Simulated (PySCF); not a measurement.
HfCl4, SMILES [Cl][Hf]([Cl])([Cl])[Cl], multiplicity 1. Geometry optimised at B3LYP-D3(BJ)/def2-SVP. The multiplicity is an assumed one; other spin states were not compared. The isomer is the one that the SMILES or the coordinates give; other isomers of the formula were not compared. The def2 effective core potentials stand for the cores of Hf; spin–orbit coupling is left out.

Computed equilibrium geometry at B3LYP-D3(BJ)/def2-SVP (PySCF confirms it by a frequency run) as a Z-matrix, and its point group:
point group Td.
```
Hf
Cl 1 2.3389
Cl 1 2.3389 2 109.47
Cl 1 2.3389 2 109.47 3 120.00
Cl 1 2.3389 2 109.47 3 -120.00
```
